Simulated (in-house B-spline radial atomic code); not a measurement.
The numbers below are computed, except where a source is named.
**Building a PAW d channel for Mn, r_c = 1.96 bohr**

Mn, [Ar] 3d5 4s2, non-relativistic PBE, spherical and spin-unpolarised, from a B-spline radial code for spherical atoms (atomic units; all potentials screened as in the neutral atom).

Two all-electron partial waves φ1, φ2 are integrated outwards at E1 = ε(3d) = -0.257602 and E2 = E1 + 1.5 hartree; φ1 is the bound orbital and φ2 has unit norm inside r_c = 1.9632 bohr. Smooth partners are polynomials, r^3(a0 + a1 r² + a2 r⁴ + a3 r⁶), matched to φ and three derivatives at r_c, with no condition on the norm. The local potential is -5.94626 + (3.76659) r² + (-1.0034) r⁴ + (0.0985357) r⁶ inside 1.6073 bohr and the all-electron one outside.

```json
{"wave": "1", "φ(r_c)": "0.4396114", "φ'(r_c)": "-0.3260757", "a0": "0.6462196", "a1": "-0.3391726", "a2": "0.06594198", "a3": "-0.004548915"}
{"wave": "2", "φ(r_c)": "1.240669", "φ'(r_c)": "0.8649824", "a0": "-0.04040678", "a1": "0.2070079", "a2": "-0.05714066", "a3": "0.004459862"}
```

Inside r_c the overlaps are <φi φj> = [[0.86912, -0.26160], [-0.26160, 1.00000]] and, for the smooth waves, [[0.26989, 0.31484], [0.31484, 0.50881]]. With χj = (Ej − T − V_local) applied to smooth wave j, the program's quadrature gives the matrix B_ij = <smooth i, χj> as [[-0.30097, 0.55238], [-0.31229, 0.47165]].

**Question.** Check the match of the first wave, and find the augmentation charges q_ij.

**Answer.** At r_c the four terms are 4.88960, -9.89107, 7.41163, -1.97056, which sum to 0.4396, φ1(r_c) to rounding. q_ij is the all-electron overlap less the smooth one: [[0.59923, -0.57645], [-0.57645, 0.49119]]. The smooth first wave has a norm of 0.2699 inside r_c against 0.8691, and q11 > 0 puts back the missing charge.

**Question.** B isn't symmetric. Show that D_ij = B_ij + Ej q_ij is.

**Answer.** Integrating by parts gives B12 − B21 = (E1 − E2) q12: 0.55238 − (-0.31229) = 0.86467, and −1.5 × (-0.57645) = 0.86467. So D12 = 0.55238 + (1.242398)(-0.57645) = -0.16380 and D21 = -0.31229 + (-0.257602)(-0.57645) = -0.16380; D11 = -0.45534, D22 = 1.08190. The projectors, p = (B⁻¹)ᵀ χ, are dual to the smooth waves; det B = 0.031.

Solving (T + V_local + Σ p D p) ψ = E (1 + Σ p q p) ψ in a sphere of 9 bohr gives these levels:

| all-electron | one projector | two projectors |
| --- | --- | --- |
| -0.257597 | -0.257597 | -0.257597 |
| 0.108024 | 0.112566 | 0.108131 |
| 0.369037 | 0.393629 | 0.369418 |
| 0.775857 | 0.846104 | 0.776203 |
| 1.315530 | 1.466390 | 1.315550 |

**Question.** What does the second projector gain?

**Answer.** With one projector the errors are 0.00, +4.54, +24.59, +70.25, +150.86 millihartree. With two the errors are 0.00, +0.11, +0.38, +0.35, +0.02 millihartree. The scattering is exact at E1 and at E2 = 1.242, and over all levels compared the largest error is 0.38 millihartree. The lowest eigenvalue of the overlap operator is 1 with one and 0.9237 with two projectors. The smooth orbital alone needs a cutoff of 15 hartree for 1 millihartree of kinetic energy, against 33 for a norm-conserving Troullier-Martins orbital of the same radius; part of the gain comes from giving up the norm, part from the simpler form.
